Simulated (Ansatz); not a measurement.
Dissociation curve of CH (cation, charge +1), singlet.

Computed with full CI/cc-pVDZ, frozen core (Ansatz, a program for electronic structure).

### Question
Relative to R = 1.14 Å, what are the energies at R = 0.97, 1.09, 1.26, 2.31 Å?

### Answer
61.2 kJ/mol at 0.97 Å, 4.8 kJ/mol at 1.09 Å, 14.4 kJ/mol at 1.26 Å, 314.2 kJ/mol at 2.31 Å.
